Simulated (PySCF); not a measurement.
Several orderings of computed values.

Each SMILES stands for a single optimised conformer of the isolated species, non-relativistic unless stated. Electronic properties by PySCF.

The conformers computed, where there is a choice (atom-mapped SMILES and torsion angles):
- `[F:1][CH:2]([F:3])/[CH:4]=[CH:5]\[CH2:6][NH:7][SiH3:8]`: F1–C2–C4–C5 160°, C4–C5–C6–N7 11°, C5–C6–N7–Si8 -147°
- `[CH2:1]=[CH:2][C:3]1=[CH:4][S:5][CH2:6][C:7](=[O:8])[O:9]1`: C1–C2–C3–C4 178°
- `[CH3:1][C:2](=[O:3])[c:4]1[cH:5][cH:6][cH:7][p:8][cH:9]1`: C1–C2–C4–C5 180°
- `[CH3:1][C:2](=[O:3])[O:4][c:5]1[cH:6][cH:7][s:8][cH:9]1`: C1–C2–O4–C5 179°, C2–O4–C5–C6 179°
- `[CH3:1][O:2][C:3](=[O:4])[c:5]1[cH:6][cH:7][cH:8][s:9]1`: C1–O2–C3–O4 1°, O2–C3–C5–C6 180°
- `[CH2:1]=[CH:2]/[C:3]([CH3:4])=[C:5](\[Cl:6])[C:7](=[O:8])[F:9]`: C1–C2–C3–C4 12°, C3–C5–C7–O8 -6°
- `[cH:1]1[cH:2][o:3][c:4](-[c:5]2[cH:6][o:7][cH:8][n:9]2)[cH:10]1`: O3–C4–C5–C6 0°
- `[H]/[P:5]=[C:3](\[CH2:2][CH3:1])[F:4]`: C1–C2–C3–F4 75°
- `[CH2:1]=[N:2][C:3]1=[CH:4][CH:5]=[CH:6][C:7](=[O:8])[C:9]1=[O:10]`: C1–N2–C3–C4 -138°

Question: Rank by lowest triplet excitation (Tamm–Dancoff), highest first (TDA CAM-B3LYP/def2-SVPD at GFN2-xTB geometries).
A. `C(F)(/C=C\CN[SiH3])F`
B. `COC(=O)c1cccs1`
C. `CC(=O)c1cccpc1`
D. `O=C1C=C(F)[SiH2]C1`
E. `CC(=O)Oc1ccsc1`
F. `C1[C@H](C=C[P@H](=S)C=1)[SiH3]`
G. `C1(OC(C=C)=CSC1)=O`
H. `C=C/C(C)=C(\Cl)C(=O)F`

Answer: A (4.32 eV), F (4.11 eV), E (3.85 eV), D (3.59 eV), B (3.36 eV), C (3.11 eV), G (2.88 eV), H (2.59 eV).

Question: Give the two extremes of that set in kJ/mol.

Answer: `C=C/C(C)=C(\Cl)C(=O)F`: 250 kJ/mol; `FC(F)/C=C\CN[SiH3]`: 417 kJ/mol.

Question: Rank by lowest singlet excitation, lowest first (TDDFT CAM-B3LYP/def2-SVPD at GFN2-xTB geometries).
A. `CC(=O)Oc1ccsc1`
B. `FC(F)/C=C\CN[SiH3]`
C. `[SiH3][C@H]1C=C[P@H](=S)C=C1`
D. `c1coc(-c2cocn2)c1`
E. `O=C1C=C(F)[SiH2]C1`
F. `C=C/C(C)=C(\Cl)C(=O)F`
G. `CC(=O)c1cccpc1`

Answer: G (3.87 eV), E (4.06 eV), F (4.54 eV), C (4.90 eV), D (5.06 eV), A (5.64 eV), B (5.94 eV).

Question: By how much do the two ends of that ranking differ?

Answer: By 2.07 eV, between `FC(F)/C=C\CN[SiH3]` and `CC(=O)c1cccpc1`.

Question: Rank by dipole moment, lowest first (CAM-B3LYP/def2-SVPD at GFN2-xTB geometries).
A. `C=C/C(C)=C(\Cl)C(=O)F`
B. `P(=C(\F)CC)/[H]`
C. `CC(=O)c1cccpc1`
D. `C1(C(C(=O)C=CC=1)=O)N=C`
E. `C=CC1=CSCC(=O)O1`
F. `COC(=O)c1cccs1`
G. `O=C1C=C(F)[SiH2]C1`
H. `[SiH3][C@H]1C=C[P@H](=S)C=C1`

Answer: C (1.54 D), F (1.88 D), B (2.36 D), G (3.04 D), E (3.66 D), A (4.27 D), D (4.60 D), H (6.38 D).

Question: By how much do the two ends of that ranking differ?

Answer: By 4.84 D, between `[SiH3][C@H]1C=C[P@H](=S)C=C1` and `CC(=O)c1cccpc1`.

Question: Rank by static isotropic polarisability, highest first (CAM-B3LYP/def2-SVPD at GFN2-xTB geometries).
A. `FC(F)/C=C\CN[SiH3]`
B. `[SiH3][C@H]1C=C[P@H](=S)C=C1`
C. `C=C/C(C)=C(\Cl)C(=O)F`
D. `c1c(cpcc1)C(C)=O`

Answer: B (128.8 au), D (107.3 au), C (96.7 au), A (84.1 au).

Question: By how much do the two ends of that ranking differ?

Answer: By 44.7 au, between `[SiH3][C@H]1C=C[P@H](=S)C=C1` and `FC(F)/C=C\CN[SiH3]`.

Question: Rank by electronic spatial extent ⟨r²⟩ about the centre of nuclear charge, highest first (CAM-B3LYP/def2-SVPD at GFN2-xTB geometries).
A. `[H]/P=C(/F)CC`
B. `O=C1C=C(F)[SiH2]C1`
C. `CC(=O)Oc1ccsc1`
D. `[SiH3][C@H]1C=C[P@H](=S)C=C1`
E. `C=C/C(C)=C(\Cl)C(=O)F`
F. `CC(=O)c1cccpc1`

Answer: D (1804 bohr²), C (1590 bohr²), E (1515 bohr²), F (1461 bohr²), B (893 bohr²), A (598 bohr²).

Question: Rank by HOMO–LUMO gap, lowest first (CAM-B3LYP/def2-SVPD at GFN2-xTB geometries).
A. `CC(=O)Oc1ccsc1`
B. `FC(F)/C=C\CN[SiH3]`
C. `CC(=O)c1cccpc1`
D. `C=NC1=CC=CC(=O)C1=O`
E. `[SiH3][C@H]1C=C[P@H](=S)C=C1`
F. `C=C/C(C)=C(\Cl)C(=O)F`

Answer: D (5.09 eV), F (6.98 eV), C (7.42 eV), E (7.60 eV), A (8.60 eV), B (9.13 eV).
